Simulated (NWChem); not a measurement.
System: C2H5ClSi; SMILES [SiH3]/C=C\Cl

The following NWChem deck was run.

```
start job
memory heap 200 mb stack 900 mb global 1100 mb
geometry units angstroms noautosym nocenter noautoz
  Si    -0.428366     1.661996     0.000000
  C      1.077715     0.539516     0.000000
  C      1.031654    -0.794251     0.000000
  Cl    -0.449892    -1.688109     0.000000
  H     -1.265245     1.430292     1.215475
  H     -1.265245     1.430292    -1.215475
  H      0.045022     3.078738     0.000000
  H      2.083037     0.976693     0.000000
  H      1.910780    -1.445205     0.000000
end
basis spherical
  * library def2-svpd
end
dft
  xc xpbe96 cpbe96
  iterations 150
end
property
  response 1 0.0
end
task dft property
```

Excerpt of the output:

```
             Northwest Computational Chemistry Package (NWChem) 7.3.0
             --------------------------------------------------------

                             Geometry "geometry" -> ""
                             -------------------------

 Output coordinates in angstroms (scale by  1.889725989 to convert to a.u.)

  No.       Tag          Charge          X              Y              Z
 ---- ---------------- ---------- -------------- -------------- --------------
    1 Si                  14.0000    -0.42836600     1.66199600     0.00000000
    2 C                    6.0000     1.07771500     0.53951600     0.00000000
    3 C                    6.0000     1.03165400    -0.79425100     0.00000000
    4 Cl                  17.0000    -0.44989200    -1.68810900     0.00000000
    5 H                    1.0000    -1.26524500     1.43029200     1.21547500
    6 H                    1.0000    -1.26524500     1.43029200    -1.21547500
    7 H                    1.0000     0.04502200     3.07873800     0.00000000
    8 H                    1.0000     2.08303700     0.97669300     0.00000000
    9 H                    1.0000     1.91078000    -1.44520500     0.00000000

 Effective nuclear repulsion energy (a.u.)     191.8300010488

  pbe96 is a nonlocal functional; adding pw91lda local functional.
                              NWChem Property Module
                              ----------------------

                                 NWChem DFT Module
                                 -----------------

 Summary of "ao basis" -> "ao basis" (spherical)
 ------------------------------------------------------------------------------
       Tag                 Description            Shells   Functions and Types
 ---------------- ------------------------------  ------  ---------------------
 Si                        def2-svpd                10       24   5s3p2d
 C                         def2-svpd                 8       20   4s2p2d
 Cl                        def2-svpd                11       27   5s4p2d
 H                         def2-svpd                 4        8   2s2p

            General Information
            -------------------
          SCF calculation type: DFT
          Wavefunction type:  closed shell.
          No. of atoms     :     9
          No. of electrons :    48
           Alpha electrons :    24
            Beta electrons :    24
          Charge           :     0
          Spin multiplicity:     1
          Use of symmetry is: off; symmetry adaption is: off
          Maximum number of iterations: 150
          AO basis - number of functions:   131
                     number of shells:    57
          Convergence on energy requested:  1.00D-06
          Convergence on density requested:  1.00D-05
          Convergence on gradient requested:  5.00D-04

              XC Information
              --------------
          PerdewBurkeErnzerhof Exchange Functional  1.000
            Perdew 1991 LDA Correlation Functional  1.000 local
           PerdewBurkeErnz. Correlation Functional  1.000 non-local

             Grid Information
             ----------------
          Grid used for XC integration:  medium
          Radial quadrature: Mura-Knowles
          Angular quadrature: Lebedev.
          Tag              B.-S. Rad. Rad. Pts. Rad. Cut. Ang. Pts.
          ---              ---------- --------- --------- ---------
          Si                  1.10       88          12.0       590
          C                   0.70       49          11.0       434
          Cl                  1.00       88          13.0       590
          H                   0.35       45          14.0       434
          Grid pruning is: on
          Number of quadrature shells:   499
          Spatial weights used:  Erf1

      Superposition of Atomic Density Guess
      -------------------------------------

 Sum of atomic energies:        -825.81497354

      Non-variational initial energy
      ------------------------------

 Total energy =    -827.563860
 1-e energy   =   -1519.979825
 2-e energy   =     500.585963
 HOMO         =      -0.300312
 LUMO         =      -0.006105

   convergence    iter        energy       DeltaE   RMS-Dens  Diis-err
 ---------------- ----- ----------------- --------- --------- ---------
 d= 0,ls=0.0,diis     1   -828.0957854710 -1.02D+03  1.49D-02  5.30D-01
 d= 0,ls=0.0,diis     2   -828.0243316375  7.15D-02  1.08D-02  9.57D-01
 d= 0,ls=0.0,diis     3   -828.1184069947 -9.41D-02  3.73D-03  2.13D-01
 d= 0,ls=0.0,diis     4   -828.1443198496 -2.59D-02  1.70D-03  2.80D-02
 d= 0,ls=0.0,diis     5   -828.1487626438 -4.44D-03  4.50D-04  2.03D-03
  Resetting Diis
 d= 0,ls=0.0,diis     6   -828.1490436451 -2.81D-04  1.06D-04  6.56D-05
 d= 0,ls=0.0,diis     7   -828.1490539572 -1.03D-05  3.83D-05  2.60D-06
 d= 0,ls=0.0,diis     8   -828.1490536828  2.74D-07  2.16D-05  4.38D-06
 d= 0,ls=0.0,diis     9   -828.1490542921 -6.09D-07  6.87D-06  3.94D-07

         Total DFT energy =     -828.149054292122
      One electron energy =    -1522.743232630854
           Coulomb energy =      564.066656344468
    Exchange-Corr. energy =      -61.302479054563
 Nuclear repulsion energy =      191.830001048828

 Numeric. integr. density =       47.999989025406

                       DFT Final Molecular Orbital Analysis
                       ------------------------------------

 Vector   22  Occ=2.000000D+00  E=-3.058361D-01
              MO Center= -2.1D-01,  1.2D+00, -1.1D-07, r^2= 4.2D+00
   Bfn.  Coefficient  Atom+Function         Bfn.  Coefficient  Atom+Function
  ----- ------------  ---------------      ----- ------------  ---------------
   108      0.257607  7 H  s                 12      0.241123  1 Si px
    77     -0.239720  4 Cl py                 9      0.236700  1 Si px
    29     -0.226724  2 C  px                92     -0.195866  5 H  s
   100     -0.195866  6 H  s                116     -0.189850  8 H  s
    74     -0.178179  4 Cl py                13      0.172177  1 Si py

 Vector   23  Occ=2.000000D+00  E=-2.830616D-01
              MO Center= -2.3D-01, -1.2D+00,  3.0D-09, r^2= 2.9D+00
   Bfn.  Coefficient  Atom+Function         Bfn.  Coefficient  Atom+Function
  ----- ------------  ---------------      ----- ------------  ---------------
    27      0.472480  2 C  s                 77     -0.473532  4 Cl py
    74     -0.353470  4 Cl py                76      0.332400  4 Cl px
    47     -0.298234  3 C  s                 73      0.261658  4 Cl px
    71     -0.203743  4 Cl py                33     -0.200492  2 C  py
   124     -0.178268  9 H  s                 53     -0.157734  3 C  py

 Vector   24  Occ=2.000000D+00  E=-2.421747D-01
              MO Center=  4.0D-01, -4.0D-01,  4.8D-10, r^2= 3.2D+00
   Bfn.  Coefficient  Atom+Function         Bfn.  Coefficient  Atom+Function
  ----- ------------  ---------------      ----- ------------  ---------------
    78     -0.380893  4 Cl pz                31      0.372822  2 C  pz
    51      0.311721  3 C  pz                75     -0.293360  4 Cl pz
    34      0.228851  2 C  pz                72     -0.166219  4 Cl pz
    54      0.162818  3 C  pz                92     -0.107107  5 H  s
   100      0.107107  6 H  s                 14     -0.066083  1 Si pz

 Vector   25  Occ=0.000000D+00  E=-7.042710D-02
              MO Center=  7.3D-01,  3.1D-02,  1.4D-09, r^2= 3.4D+00
   Bfn.  Coefficient  Atom+Function         Bfn.  Coefficient  Atom+Function
  ----- ------------  ---------------      ----- ------------  ---------------
    51      0.454934  3 C  pz                54      0.413169  3 C  pz
    34     -0.367111  2 C  pz                31     -0.358456  2 C  pz
    78     -0.196783  4 Cl pz                23      0.154073  1 Si d  1
    75     -0.125930  4 Cl pz                18      0.110420  1 Si d  1
    92      0.106648  5 H  s                100     -0.106648  6 H  s

 Vector   26  Occ=0.000000D+00  E=-1.547516D-02
              MO Center= -4.2D-01, -7.8D-01,  4.6D-10, r^2= 6.5D+00
   Bfn.  Coefficient  Atom+Function         Bfn.  Coefficient  Atom+Function
  ----- ------------  ---------------      ----- ------------  ---------------
     4      1.783889  1 Si s                  5     -1.384478  1 Si s
    28      0.715980  2 C  s                 52      0.490312  3 C  px
    68      0.450748  4 Cl s                 79      0.442477  4 Cl px
   117     -0.441707  8 H  s                 76      0.416216  4 Cl px
    47     -0.390131  3 C  s                 48     -0.376837  3 C  s

 Vector   27  Occ=0.000000D+00  E=-6.003616D-03
              MO Center=  6.8D-01,  6.7D-01,  2.4D-10, r^2= 9.8D+00
   Bfn.  Coefficient  Atom+Function         Bfn.  Coefficient  Atom+Function
  ----- ------------  ---------------      ----- ------------  ---------------
     4      3.226171  1 Si s                125      1.891143  9 H  s
     5     -1.648029  1 Si s                 28     -1.580290  2 C  s
    48     -1.246114  3 C  s                 47     -1.045701  3 C  s
    60      0.758119  3 C  d -2              40      0.549482  2 C  d -2
    27      0.513308  2 C  s                129     -0.483215  9 H  px

     Multipole analysis of the density
     ---------------------------------

     L   x y z        total         alpha         beta         nuclear
     -   - - -        -----         -----         ----         -------
     0   0 0 0      0.000000    -24.000000    -24.000000     48.000000

     1   1 0 0      0.522771     -0.229258     -0.229258      0.981287
     1   0 1 0      0.087058      1.449021      1.449021     -2.810984
     1   0 0 1      0.000000      0.000000      0.000000      0.000000

     2   2 0 0    -27.542928    -68.334344    -68.334344    109.125760
     2   1 1 0     -0.472212      4.569936      4.569936     -9.612083
     2   1 0 1     -0.000000     -0.000000     -0.000000      0.000000
     2   0 2 0    -30.390003   -210.283051   -210.283051    390.176099
     2   0 1 1      0.000000      0.000000      0.000000      0.000000
     2   0 0 2    -31.004877    -20.778256    -20.778256     10.551634

 *** CALLING NEW AORESP DRIVER FOR CLOSED AND OPEN SHELLS ***
 Entering AOResponse driver routine

--------------------------------------------------------------------------------

          -----------------------------------------------
          Solving response equations for perturbing field
          -----------------------------------------------

 number of frequencies:     1
 frequency in a.u.:  0.0000000E+00
 Perturbing field: electric
 Using El. Dipole Length Gauge

 Setting up CPKS with frequency omega =      0.00000000 a.u.

 STATIC response

                                NWChem CPHF Module
                                ------------------

  scftype          =     RHF
  nclosed          =       24
  nopen            =        0
  variables        =     2568
  # of vectors     =        3
  tolerance        = 0.10D-03
  level shift      = 0.00D+00
  max iterations   =       50
  max subspace     =       30

 SCF residual:    2.4707080299778199E-004

Iterative solution of linear equations
  No. of variables     2568
  No. of equations        3
  Maximum subspace       30
        Iterations       50
       Convergence  1.0D-04

   iter   nsub   residual    time
   ----  ------  --------  ---------
     1      3    1.12D+01      22.7
     2      6    5.70D+00      27.1
     3      9    5.19D-01      31.6
     4     12    1.11D-01      36.1
     5     15    1.47D-02      40.6
     6     18    2.21D-03      45.2
     7     21    2.28D-04      49.7
     8     24    5.48D-05      54.1

 Electric Dipole Response Matrix (nonzero elements):

              1        2        3
    1   67.7395   1.1035  -0.0000
    2    1.1034  88.3631   0.0000
    3   -0.0000   0.0000  53.2857

 ------------------------------------------
 average:        69.79607 + I       0.00000

 DFT Linear Response polarizability / au
 Frequency  =       0.0000000 / au
              X              Y              Z
 -----------------------------------------------
 X      67.7394631      1.1034847     -0.0000000
 Y       1.1034092     88.3630971      0.0000000
 Z      -0.0000000      0.0000000     53.2856612
 -----------------------------------------------
 Eigenvalues =      67.6805883     88.4219719     53.2856612
 Isotropic   =      69.7960738
 Anisotropic =      30.5939475
 -----------------------------------------------

 Magnetic Dipole Response Matrix (nonzero elements):

 Exiting AOResponse driver routine
```

Level: PBE/def2-SVPD. Geometry: optimised at PBE0/def2-SVP.
